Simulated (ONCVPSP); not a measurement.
**As: ONCV pseudisation with LDA (Perdew-Zunger), fully relativistic reference atom.**

ONCVPSP 4.0.1 was run on this input:

```
# ATOM AND REFERENCE CONFIGURATION
# atsym  z   nc   nv     iexc    psfile
  As 33.00    3    5        3      upf
#
#   n    l    f
    1    0    2.00
    2    0    2.00
    2    1    6.00
    3    0    2.00
    3    1    6.00
    3    2   10.00
    4    0    2.00
    4    1    3.00
#
# PSEUDOPOTENTIAL AND OPTIMIZATION
# lmax
    2
#
#   l,   rc,      ep,       ncon, nbas, qcut
    0    0.90    0.00    3    6   16.40
    1    0.85    0.00    5    8   19.50
    2    0.70    0.00    3    8   23.70
#
# LOCAL POTENTIAL
# lloc, lpopt,  rc(5),   dvloc0
    4    5    0.55    0.00
#
# VANDERBILT-KLEINMAN-BYLANDER PROJECTORs
# l, nproj, debl
    0    3    2.80
    1    2    0.50
    2    1    3.50
#
# MODEL CORE CHARGE
# icmod, fcfact, rcfact
    3    2.50    1.60
#
# LOG DERIVATIVE ANALYSIS
# epsh1, epsh2, depsh
   -8.00    5.00    0.04
#
# OUTPUT GRID
# rlmax, drl
    6.00    0.01
#
# TEST CONFIGURATIONS
# ncnf
    4
# nvcnf
#   n    l    f
    5
    3    0    2.00
    3    1    6.00
    3    2   10.00
    4    0    2.00
    4    1    2.00
#
    5
    3    0    2.00
    3    1    6.00
    3    2   10.00
    4    0    2.00
    4    1    1.00
#
    5
    3    0    2.00
    3    1    6.00
    3    2   10.00
    4    0    2.00
    4    1    0.00
#
    5
    3    0    1.00
    3    1    6.00
    3    2   10.00
    4    0    2.00
    4    1    3.00
#
```

Command:

```bash
oncvpspr.x < As.dat > As.out
```

Output (shortened: citation, most of the input echo, consistency checks and plot data are left out):

```
ONCVPSP  (Optimized Norm-Conservinng Vanderbilt PSeudopotential)
relativistic version 4.0.1

#   n    l    f        energy (Ha)
    1    0    2.00    -4.2978715D+02
    2    0    2.00    -5.4525272D+01
    2    1    6.00    -4.7424859D+01    -4.8765769D+01
    3    0    2.00    -6.9614333D+00
    3    1    6.00    -4.8410608D+00    -5.0261241D+00
    3    2   10.00    -1.4915227D+00    -1.5183649D+00
    4    0    2.00    -5.4018393D-01
    4    1    3.00    -1.9313975D-01    -2.0351318D-01

Reference configufation results
  iterations    23
  all-electron total energy (Ha)   -2.25787208D+03

Begin loop to  construct optimized pseudo wave functions
and semi-local pseudopoentials for all angular momenta

   Wellstate for l =  0  n =  5 kap= -1
     eigenvalue =   2.2598
     asymptotic potential =   2.7598
     half-point radius =  2.1418

Calculating optimized projector #   1

 for l=   0

    Fraction of norm inside rc  0.903820
    Optimizing pswf for qcut=  16.38 a_B^-1,  ecut= 134.16 Ha
    Residual kinetic energy error=  2.59D-07 Ha

    Energy error per electron        Cutoff
         Ha          eV             Ha
         0.01000     0.27211       65.80
         0.00100     0.02721       82.93
         0.00010     0.00272       96.73
         0.00001     0.00027      107.77

Calculating optimized projector #   2

 for l=   0

    Fraction of norm inside rc  0.046650
    Optimizing pswf for qcut=  16.38 a_B^-1,  ecut= 134.16 Ha
    Residual kinetic energy error=  2.58D-08 Ha

    Energy error per electron        Cutoff
         Ha          eV             Ha
         0.01000     0.27211       52.21
         0.00100     0.02721       74.27
         0.00010     0.00272       92.25
         0.00001     0.00027      106.48

Calculating optimized projector #   3

 for l=   0

    Fraction of norm inside rc  0.037264
    Optimizing pswf for qcut=  16.38 a_B^-1,  ecut= 134.16 Ha
    Residual kinetic energy error=  2.70D-08 Ha

    Energy error per electron        Cutoff
         Ha          eV             Ha
         0.01000     0.27211       53.24
         0.00100     0.02721       75.81
         0.00010     0.00272       93.94
         0.00001     0.00027      108.36

Calculating optimized projector #   1

 for l=   1

    Fraction of norm inside rc  0.832829
    Optimizing pswf for qcut=  19.51 a_B^-1,  ecut= 190.29 Ha
    Residual kinetic energy error=  4.35D-07 Ha

    Energy error per electron        Cutoff
         Ha          eV             Ha
         0.01000     0.27211       69.19
         0.00100     0.02721      120.39
         0.00010     0.00272      147.11
         0.00001     0.00027      167.14

Calculating optimized projector #   2

 for l=   1

    Fraction of norm inside rc  0.025669
    Optimizing pswf for qcut=  19.51 a_B^-1,  ecut= 190.29 Ha
    Residual kinetic energy error=  4.17D-08 Ha

    Energy error per electron        Cutoff
         Ha          eV             Ha
         0.01000     0.27211       35.44
         0.00100     0.02721       51.99
         0.00010     0.00272      118.81
         0.00001     0.00027      147.33

Calculating optimized projector #   1

 for l=   1

    Fraction of norm inside rc  0.844270
    Optimizing pswf for qcut=  19.51 a_B^-1,  ecut= 190.29 Ha
    Residual kinetic energy error=  4.27D-07 Ha

    Energy error per electron        Cutoff
         Ha          eV             Ha
         0.01000     0.27211       53.55
         0.00100     0.02721      119.01
         0.00010     0.00272      146.46
         0.00001     0.00027      166.81

Calculating optimized projector #   2

 for l=   1

    Fraction of norm inside rc  0.026100
    Optimizing pswf for qcut=  19.51 a_B^-1,  ecut= 190.29 Ha
    Residual kinetic energy error=  4.41D-08 Ha

    Energy error per electron        Cutoff
         Ha          eV             Ha
         0.01000     0.27211       36.90
         0.00100     0.02721       52.50
         0.00010     0.00272      117.86
         0.00001     0.00027      147.16

Calculating optimized projector #   1

 for l=   2

    Fraction of norm inside rc  0.611200
    Optimizing pswf for qcut=  23.68 a_B^-1,  ecut= 280.46 Ha
    Residual kinetic energy error=  2.58D-07 Ha

    Energy error per electron        Cutoff
         Ha          eV             Ha
         0.01000     0.27211      170.33
         0.00100     0.02721      203.85
         0.00010     0.00272      230.11
         0.00001     0.00027      251.00

Calculating optimized projector #   1

 for l=   2

    Fraction of norm inside rc  0.616322
    Optimizing pswf for qcut=  23.68 a_B^-1,  ecut= 280.46 Ha
    Residual kinetic energy error=  2.69D-07 Ha

    Energy error per electron        Cutoff
         Ha          eV             Ha
         0.01000     0.27211      170.91
         0.00100     0.02721      204.26
         0.00010     0.00272      230.52
         0.00001     0.00027      251.33

Construct Vanderbilt / Kleinmman-Bylander projectors

B matrix Hermiticity error, ll=  0  kap= -1
   1   2    1.3616D-03
   1   3   -1.7070D-03
   2   3    1.7809D-04

  Orthonormal projector coefficients  5.1127E+01  9.5514E+00  6.1364E-01

B matrix Hermiticity error, ll=  1  kap= -2
   1   2    6.9581D-04

  Orthonormal projector coefficients  2.1751E+01  2.8917E+00

B matrix Hermiticity error, ll=  1  kap=  1
   1   2    7.4294D-04

  Orthonormal projector coefficients  2.1200E+01  2.9187E+00

 Orthonormal scalar projector coefficients, l =  1
  2.1565E+01  2.9026E+00  5.8363E-04  3.3537E-06

 Orthonormal spin-orbit projector coefficients, l =  1
  5.3272E-01 -2.1207E-01  2.8442E-02 -1.5251E-04

 Orthonormal scalar projector coefficients, l =  2
 -1.4095E+01 -4.0617E-07

 Orthonormal spin-orbit projector coefficients, l =  2
  5.9316E-02 -6.4346E-05

Model core correction analysis
  based on d2Exc/dn_idn_j

d2excae - all-electron derivatives

   -3.464799D-02   -3.281030D-02   -2.760028D-02   -2.764210D-03
   -1.406016D-03
   -3.281032D-02   -3.214233D-02   -2.713052D-02   -3.153303D-03
   -1.623649D-03
   -2.760034D-02   -2.713056D-02   -2.692309D-02   -4.862438D-03
   -2.546760D-03
   -2.764265D-03   -3.153387D-03   -4.862615D-03   -2.234164D-02
   -1.781747D-02
   -1.406020D-03   -1.623648D-03   -2.546731D-03   -1.781703D-02
   -1.804765D-02

d2excps - pseudofunction derivatives with no core correction

   -4.761423D-02   -4.578456D-02   -4.188332D-02   -3.880723D-03
   -2.022334D-03
   -4.578469D-02   -4.464437D-02   -4.092560D-02   -4.342182D-03
   -2.241434D-03
   -4.188351D-02   -4.092556D-02   -3.926282D-02   -6.765710D-03
   -3.554999D-03
   -3.880768D-03   -4.341743D-03   -6.765164D-03   -2.833686D-02
   -2.267840D-02
   -2.022409D-03   -2.241328D-03   -3.554945D-03   -2.267879D-02
   -2.326617D-02

rms 2nd derivative error    8.315136E-03

rmatch, rhocmatch    0.2845  173.7198

Teter function model core charge with specified parameters

d2excps - pseudofunction derivatives with core correction

   -4.372545D-02   -4.272909D-02   -3.847919D-02   -3.513754D-03
   -1.848267D-03
   -4.272917D-02   -4.201297D-02   -3.796761D-02   -4.060538D-03
   -2.094553D-03
   -3.847936D-02   -3.796759D-02   -3.585347D-02   -6.446833D-03
   -3.387079D-03
   -3.513775D-03   -4.060091D-03   -6.446275D-03   -2.830150D-02
   -2.266199D-02
   -1.848334D-03   -2.094443D-03   -3.387020D-03   -2.266238D-02
   -2.325779D-02

rms 2nd derivative error    6.473271E-03

Pseudoatom total energy -331.740893

Diagnostic tests using Vanderbilt-Kleinman-Bylander pseudopotentials
  relativistic with J = L +/- 1/2 projectors

   l  kap   rcore       rmatch      e in        delta e    norm test   slope test

   0  -1   0.9027025   0.9301105  -6.9614333   0.0000075   1.0003371   1.0003375
   0  -1   0.9027025   0.9301105  -0.5401839   0.0000372   1.0001295   1.0001043
   0  -1   0.9027025   0.9301105   2.2598161   0.0003500   1.0006920   1.0006920

   1  -2   0.8502856   0.8761021  -4.8410608  -0.0000204   1.0002828   1.0003533
   1   1   0.8502856   0.8761021  -5.0261241   0.0000406   1.0003033   1.0003226
   1  -2   0.8502856   0.8761021  -0.1931398   0.0000200   1.0002101   1.0001430
   1   1   0.8502856   0.8761021  -0.2035132   0.0000488   1.0002953   1.0002393

   2  -3   0.7021493   0.7234680  -1.4915227  -0.0001538   0.9999908   1.0001299
   2   2   0.7021493   0.7234680  -1.5183649   0.0001793   1.0000256   0.9998627

Diagnostic tests using Vanderbilt-Kleinman-Bylander pseudopotentials
  relativistic with scalar and spin-orbit non-local projectors

   l  kap   rcore       rmatch      e in        delta e    norm test   slope test

   0  -1   0.9027025   0.9301105  -6.9614333   0.0000075   1.0003371   1.0003375
   0  -1   0.9027025   0.9301105  -0.5401839   0.0000372   1.0001295   1.0001043
   0  -1   0.9027025   0.9301105   2.2598161   0.0003500   1.0006920   1.0006920

   1  -2   0.8502856   0.8761021  -4.8410608  -0.0001652   1.0002880   1.0003305
   1   1   0.8502856   0.8761021  -5.0261241  -0.0001074   1.0003081   1.0003006
   1  -2   0.8502856   0.8761021  -0.1931398   0.0000172   1.0001604   1.0001365
   1   1   0.8502856   0.8761021  -0.2035132   0.0000462   1.0002569   1.0002339

   2  -3   0.7021493   0.7234680  -1.4915227  -0.0001538   0.9999908   1.0001299
   2   2   0.7021493   0.7234680  -1.5183649   0.0001793   1.0000256   0.9998627

Ghost test for J = L + 1/2

 Testing for bound ghosts
   n   l    E NL Schr. Eq   E Basis Diag.   E Cutoff

   1   0       -6.961426       -6.961410    232.62
   2   0       -0.540147       -0.250650    232.62

   2   1       -4.841081       -4.840893    419.49
   3   1       -0.193120        0.461451    419.49

   3   2       -1.491677       -1.467756    522.89

 Testing for highly-localized positive-energy ghosts
       l    <radius>/rc     E Basis Diag.   E Cutoff

       0        0.993080       48.172982    232.62  WARNING - GHOST(+)

Ghost test for J = L - 1/2

 Testing for bound ghosts
   n   l    E NL Schr. Eq   E Basis Diag.   E Cutoff

   1   0       -6.961426       -6.961410    232.62
   2   0       -0.540147       -0.250650    232.62

   2   1       -5.026083       -5.025932    419.49
   3   1       -0.203464        0.424169    419.49

   3   2       -1.518186       -1.495186    522.89

 Testing for highly-localized positive-energy ghosts
       l    <radius>/rc     E Basis Diag.   E Cutoff

       0        0.993080       48.172982    232.62  WARNING - GHOST(+)

Test configuration 0

   n   l kap    f        eae           eps        diff
   1   0  -1  2.0000 -429.78714529
   2   0  -1  2.0000  -54.52527214
   2   1  -2  4.0000  -47.42485888
   2   1   1  2.0000  -48.76576909
   3   0  -1  2.0000   -6.96143327   -6.96142576    7.52E-06
   3   1  -2  4.0000   -4.84106080   -4.84108115   -2.04E-05
   3   1   1  2.0000   -5.02612410   -5.02608350    4.06E-05
   3   2  -3  6.0000   -1.49152272   -1.49167657   -1.54E-04
   3   2   2  4.0000   -1.51836495   -1.51818563    1.79E-04
   4   0  -1  2.0000   -0.54018393   -0.54014670    3.72E-05
   4   1  -2  2.0000   -0.19313975   -0.19311974    2.00E-05
   4   1   1  1.0000   -0.20351318   -0.20346438    4.88E-05

    Total energies and differences
      AE_ref= -2.25787208E+03  AE_tst= -2.25787208E+03  dif=  0.00E+00
      PS_ref= -3.31740893E+02  PS_tst= -3.31740893E+02  dif= -2.27E-13
      PSP excitation error=  2.27E-13

Test configuration 1

   n   l kap    f        eae           eps        diff
   1   0  -1  2.0000 -430.15164468
   2   0  -1  2.0000  -54.88666113
   2   1  -2  4.0000  -47.78665965
   2   1   1  2.0000  -49.12762568
   3   0  -1  2.0000   -7.32183224   -7.32174166    9.06E-05
   3   1  -2  4.0000   -5.20138296   -5.20129588    8.71E-05
   3   1   1  2.0000   -5.38647722   -5.38632443    1.53E-04
   3   2  -3  6.0000   -1.85099236   -1.85113998   -1.48E-04
   3   2   2  4.0000   -1.87787152   -1.87768475    1.87E-04
   4   0  -1  2.0000   -0.86739089   -0.86733112    5.98E-05
   4   1  -2  1.3333   -0.49358242   -0.49354067    4.18E-05
   4   1   1  0.6667   -0.50627945   -0.50620249    7.70E-05

    Total energies and differences
      AE_ref= -2.25787208E+03  AE_tst= -2.25752926E+03  dif=  3.43E-01
      PS_ref= -3.31740893E+02  PS_tst= -3.31398116E+02  dif=  3.43E-01
      PSP excitation error=  4.12E-05

Test configuration 2

   n   l kap    f        eae           eps        diff
   1   0  -1  2.0000 -430.58779734
   2   0  -1  2.0000  -55.31633421
   2   1  -2  4.0000  -48.21715409
   2   1   1  2.0000  -49.55823455
   3   0  -1  2.0000   -7.74909890   -7.74887454    2.24E-04
   3   1  -2  4.0000   -5.62843292   -5.62815336    2.80E-04
   3   1   1  2.0000   -5.81360876   -5.81325621    3.53E-04
   3   2  -3  6.0000   -2.27627918   -2.27644393   -1.65E-04
   3   2   2  4.0000   -2.30323451   -2.30306271    1.72E-04
   4   0  -1  2.0000   -1.24109447   -1.24100412    9.03E-05
   4   1  -2  0.6667   -0.83864612   -0.83857199    7.41E-05
   4   1   1  0.3333   -0.85385452   -0.85373784    1.17E-04

    Total energies and differences
      AE_ref= -2.25787208E+03  AE_tst= -2.25686166E+03  dif=  1.01E+00
      PS_ref= -3.31740893E+02  PS_tst= -3.30730580E+02  dif=  1.01E+00
      PSP excitation error=  1.11E-04

Test configuration 3

   n   l kap    f        eae           eps        diff
   1   0  -1  2.0000 -431.08404940
   2   0  -1  2.0000  -55.80218749
   2   1  -2  4.0000  -48.70430193
   2   1   1  2.0000  -50.04556504
   3   0  -1  2.0000   -8.23074415   -8.23032519    4.19E-04
   3   1  -2  4.0000   -6.10967543   -6.10909949    5.76E-04
   3   1   1  2.0000   -6.29499916   -6.29434059    6.59E-04
   3   2  -3  6.0000   -2.75471176   -2.75491561   -2.04E-04
   3   2   2  4.0000   -2.78178798   -2.78165206    1.36E-04
   4   0  -1  2.0000   -1.64845210   -1.64831555    1.37E-04
   4   1  -2  0.0000   -1.21605596   -1.21605596    0.00E+00
   4   1   1  0.0000   -1.23401980   -1.23401980    0.00E+00

    Total energies and differences
      AE_ref= -2.25787208E+03  AE_tst= -2.25583102E+03  dif=  2.04E+00
      PS_ref= -3.31740893E+02  PS_tst= -3.29700051E+02  dif=  2.04E+00
      PSP excitation error=  2.25E-04

Test configuration 4

   n   l kap    f        eae           eps        diff
   1   0  -1  2.0000 -430.84656700
   2   0  -1  2.0000  -55.46512357
   2   1  -2  4.0000  -48.37445182
   2   1   1  2.0000  -49.71711881
   3   0  -1  1.0000   -7.79163457   -7.79354581   -1.91E-03
   3   1  -2  4.0000   -5.66094054   -5.66067502    2.66E-04
   3   1   1  2.0000   -5.85053856   -5.85036715    1.71E-04
   3   2  -3  6.0000   -2.28617121   -2.28989422   -3.72E-03
   3   2   2  4.0000   -2.31471950   -2.31813065   -3.41E-03
   4   0  -1  2.0000   -0.97144512   -0.97143525    9.87E-06
   4   1  -2  2.0000   -0.56177684   -0.56168251    9.43E-05
   4   1   1  1.0000   -0.57720340   -0.57706225    1.41E-04

    Total energies and differences
      AE_ref= -2.25787208E+03  AE_tst= -2.25050511E+03  dif=  7.37E+00
      PS_ref= -3.31740893E+02  PS_tst= -3.24373091E+02  dif=  7.37E+00
      PSP excitation error= -8.26E-04
```

The run took about 5.2 s on one core of a shared server CPU.
